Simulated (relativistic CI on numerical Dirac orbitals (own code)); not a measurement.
**Excitation temperature from two lines of Ne II**

Problem. In an optically thin plasma whose excited levels follow a Boltzmann distribution, the energy emitted in Ne II 3323.74 Å and 3198.59 Å has the ratio 12.3 (an assumed reading, corrected for the detector). Tabulated data (NIST Handbook of Basic Atomic Spectroscopic Data): upper levels 254165.0 and 280700.8 cm⁻¹, g = 4 and 8, A = 1.60 × 10^8 and 1.70 × 10^8 s⁻¹. Calculate the temperature, its uncertainty for 15 % in the ratio of intensities and A values together, and the strength of these other lines with tabulated A (λ in Å, g, A, upper level): 3766.26, 6, 2.90 × 10^7, 246192.5; 3777.13, 4, 4.20 × 10^7, 246415.0; 3378.22, 2, 1.70 × 10^8, 254292.2; 3028.86, 4, 4.70 × 10^7, 252953.5.

Working.
1. The emitted power of a line is proportional to (gA/λ) exp(−E/kT), so I₁/I₂ = (g₁A₁λ₂/g₂A₂λ₁) exp[(E₂ − E₁)/kT].
2. The prefactor is 0.4529 and E₂ − E₁ = 26535.8 cm⁻¹ = 3.290 eV.
3. kT = (E₂ − E₁)/ln(12.3/0.4529) = 26535.8/3.3018 = 8037 cm⁻¹ = 0.996 eV, or T = 11560 K.
4. δT/T = (kT/ΔE) × 15 % = 4.5 %; lines whose upper levels lie far apart give the better thermometer.
5. Other lines relative to the first: 3766.26 Å: 0.65, 3777.13 Å: 0.61, 3378.22 Å: 0.51, 3028.86 Å: 0.37.

Remark. Dense plasmas such as arcs and laser-ablation plumes come near a Boltzmann distribution among excited levels, though their strong lines may be self-absorbed. Low-pressure etch and deposition plasmas, at 10¹⁰ to 10¹³ electrons per cm³, do not: there the number found is an excitation temperature of these levels and not the electron temperature.
